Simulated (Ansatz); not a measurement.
Molecule: Si2N2H7, net charge 0, doublet state. SMILES: [SiH3][N][SiH2]N
Structure (B3LYP-D3(BJ)/def2-TZVP (Ansatz, a quantum-chemistry and plane-wave program) minimum search):
```
N
Si 1 1.7184
Si 1 1.7224 2 139.63
N 3 1.7107 1 117.53 2 173.27
H 4 1.0078 3 120.44 1 -82.43
H 4 1.0082 5 111.10 3 -150.56
H 2 1.4833 1 108.41 3 -135.23
H 3 1.4834 4 106.05 5 39.58
H 3 1.4854 8 112.31 4 -118.22
H 2 1.4857 7 109.25 1 115.38
H 2 1.4863 7 108.37 10 118.15
```
Charge 0, spin multiplicity 2.

Wanted: atomisation energy, in kcal/mol. Set-up: six Cartesian d functions in 6-31G* and its kin unless marked 5d; atomisation electronic, to ground-state atoms; no spin-orbit coupling; open shells spin-unrestricted; no dispersion term unless named; non-relativistic; frozen cores in correlated levels. CBS marks a two-point X^-3 extrapolation of the correlation energy; Hartree-Fock from the larger set. First-principles rows: single points at B3LYP-D3(BJ) geometries (Ansatz).

| species | coefficient | E at HF/6-31G* (Ansatz), Eh | E at PBE/def2-TZVPD (Ansatz), Eh |
|---|---|---|---|
| N[SiH2][N][SiH3] | -1 | -690.81899 | -692.31697 |
| H atom | +7 | -0.49823 | -0.49962 |
| N atom | +2 | -54.38544 | -54.53224 |
| Si atom | +2 | -288.83179 | -289.22297 |

Coupled cluster (Ansatz) is a level with limits of its own, used here on species with T1 under 0.025 (0.045 for open shells) and stable references: CCSD(T)/CBS(cc-pV(T+d)Z,cc-pV(Q+d)Z). Value to compare with, CCSD(T)/CBS(cc-pV(T+d)Z,cc-pV(Q+d)Z) (Ansatz): 824.0 kcal/mol. 1 Eh = 627.5095 kcal/mol.

### Question
Work the quantity out at each level, and compare with CCSD(T)/CBS(cc-pV(T+d)Z,cc-pV(Q+d)Z) (Ansatz).

### Answer

- HF/6-31G*: the sum of coefficient times E is 0.89692 Eh, or 562.83 kcal/mol. Result: 562.8 kcal/mol. Its difference against CCSD(T)/CBS(cc-pV(T+d)Z,cc-pV(Q+d)Z) (Ansatz) is -261.2 kcal/mol.
- PBE/def2-TZVPD: the sum of coefficient times E is 1.30921 Eh, or 821.54 kcal/mol. Result: 821.5 kcal/mol. Its difference against CCSD(T)/CBS(cc-pV(T+d)Z,cc-pV(Q+d)Z) (Ansatz) is -2.5 kcal/mol.
